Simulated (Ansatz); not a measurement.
`C=C[SiH2]O[SiH2]F` + `F[SiH](F)S[SiH2]Cl` → `C=C[SiH2]S[SiH](F)F` + `F[SiH2]O[SiH2]Cl`  (redistribution)

Isolated molecules relaxed with PBE0-D4/def2-TZVP in Ansatz; ΔE leaves out vibrations. CBS: MP2 limit from def2 TZ/QZ plus the TZ coupled-cluster correction, frozen cores. This one scheme is used for every species. Functionals use def2-TZVPP. One conformer a species, not always the lowest.

`C=C[SiH2]O[SiH2]F`:

Z-matrix (Å, degrees):
```
Si
C 1 1.850
O 1 1.643 2 108.2
H 1 1.486 2 110.9 3 119.6
H 1 1.489 2 110.8 3 -119.9
C 2 1.330 1 123.1 3 -0.6
H 2 1.089 1 118.4 3 179.5
Si 3 1.615 1 147.9 2 -145.9
H 6 1.086 2 121.4 1 -0.0
H 6 1.086 2 122.2 1 -179.9
F 8 1.594 3 109.7 1 -76.8
H 8 1.477 3 108.6 1 165.9
H 8 1.480 3 110.7 1 41.1
```

`F[SiH](F)S[SiH2]Cl`:

```xyz
9

F    -0.381    1.611    1.147
Si   -0.891    1.328   -0.326
F    -2.279    0.582   -0.167
S     0.493    0.144   -1.383
Si    0.857   -1.343    0.113
Cl    2.440   -0.836    1.302
H    -1.106    2.597   -1.035
H     1.203   -2.578   -0.617
H    -0.336   -1.505    0.968
```

`C=C[SiH2]S[SiH](F)F`:

Z-matrix (Å, degrees):
```
Si
C 1 1.848
S 1 2.163 2 111.6
H 1 1.484 2 112.8 3 114.7
H 1 1.483 2 109.3 3 -121.9
C 2 1.331 1 121.5 3 116.5
H 2 1.088 1 119.4 3 -62.3
Si 3 2.098 1 99.8 2 -48.4
H 6 1.086 2 122.1 1 -179.4
H 6 1.086 2 121.7 1 0.1
F 8 1.588 3 111.2 1 -40.2
F 8 1.586 3 112.1 1 78.1
H 8 1.471 3 110.2 1 -161.5
```

`F[SiH2]O[SiH2]Cl`:

Z-matrix (Å, degrees):
```
Si
O 1 1.624
F 1 1.593 2 109.1
H 1 1.475 2 108.0 3 -117.1
H 1 1.477 2 110.4 3 118.1
Si 2 1.626 1 148.3 3 -64.1
Cl 6 2.050 2 109.9 1 -29.0
H 6 1.477 2 110.0 1 89.5
H 6 1.476 2 108.5 1 -147.0
```

```
        level  ΔE (kJ/mol)
       PBE-D4        -14.7
    r2SCAN-D4        -14.9
      ωB97X-V        -15.3
HF/def2-TZVPP        -13.7
```

**Question.** What does CCSD(T)/CBS give? (Estimate.)

**Answer.** Computed: -15.3 kJ/mol. The listed levels differ from it by 0.6, 0.4, 0.0, 1.6 kJ/mol.

Largest T1 diagnostic among the species: 0.012.

The D4 term adds −3.8 kJ/mol with B3LYP and −2.4 kJ/mol with PBE0; it sums over pairs of atoms, weighted by their polarisabilities, and B3LYP, whose exchange is more repulsive, gets the larger term.

B3LYP here is the variant with VWN-RPA as its local correlation; programs differ in this.
